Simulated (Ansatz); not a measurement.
Cost and result for the atomization energy of CH7AlClNSi, SMILES `C[SiH](Cl)[NH][AlH2]` (12 atoms, 11 bonds).

```xyz
12

C    -2.0173    0.0956    0.4923
Si   -0.5014    0.2134   -0.5720
Cl   -0.6910    1.9586   -1.6796
N     0.9527    0.2148    0.3327
Al    2.4818   -0.6449   -0.0095
H    -2.9213    0.1144   -0.1199
H    -2.0055   -0.8321    1.0700
H    -2.0660    0.9361    1.1893
H    -0.4044   -0.8915   -1.5537
H     0.9586    0.8448    1.1258
H     3.6883   -0.4012    0.9847
H     2.5254   -1.6080   -1.2601
```

Total charge 0; spin multiplicity 1. Geometry: relaxed with PBE0-D4/def2-TZVP. It is one conformer, not always the lowest. Program: Ansatz. All runs use 4 threads of an Arm Neoverse V1 on a shared host. Times are those of one run each, without the atoms' runs, and a repeat can differ threefold. Electronic energies, without spin–orbit coupling; frozen cores. CCSD(T)/CBS adds CCSD(T) − MP2 in def2-TZVPP to the MP2 limit, and its time is that of the two runs behind it. T1 = 0.010. B3LYP takes the VWN-RPA correlation (the form of Gaussian; ORCA's B3LYP/G).

CCSD(T)/CBS is a level of theory with its own doubt, some kJ/mol a heavy atom from the limit and from the frozen cores, so smaller differences don't rank the functionals.

| level | functions | wall time | atomization (kcal/mol) | difference from CCSD(T)/CBS | per bond |
| --- | --- | --- | --- | --- | --- |
| PBE-D4/def2-TZVPP (with forces) | 286 | 3.9 s | 973.3 | 0.1 | 0.0 |
| PBE0-D4/def2-TZVPP | 286 | 5.5 s | 964.9 | -8.3 | -0.8 |
| B3LYP-D4/def2-TZVPP (with forces) | 286 | 8 s | 969.9 | -3.3 | -0.3 |
| r2SCAN-D4/def2-TZVPP (with forces) | 286 | 8 s | 971.5 | -1.7 | -0.2 |
| B2PLYP/def2-TZVPP | 286 | 9 s | 958.7 | -14.5 | -1.3 |
| ωB97X-V/def2-TZVPP | 286 | 13 s | 977.2 | 4.0 | 0.4 |
| ωB97M-V/def2-TZVPP (with forces) | 286 | 19 s | 976.0 | 2.8 | 0.3 |
| MP2/def2-QZVPP | 534 | 33 s | 971.9 | -1.3 | -0.1 |
| CCSD(T)/def2-TZVPP | 286 | 4.4 min | 945.7 | -27.5 | -2.5 |
| CCSD(T)/CBS(def2) | – | 4.9 min | 973.2 | 0.0 | 0.0 |

The D4 term adds +11.3 kcal/mol with B3LYP and +6.0 kcal/mol with PBE0; it sums over pairs of atoms, weighted by their polarisabilities, and B3LYP, whose exchange is more repulsive, gets the larger term. From PBE to PBE0 (25 % exact exchange), in def2-TZVPP and without D4, the atomization energy moves by −7.4 kcal/mol: exact exchange takes away binding that semilocal exchange gives to molecules. In def2-TZVPP, CCSD(T) changes the Hartree–Fock value by +222.2 kcal/mol (the triples alone add +11.9 kcal/mol) and MP2 by +231.9 kcal/mol; breaking electron pairs costs correlation energy, which Hartree–Fock lacks.
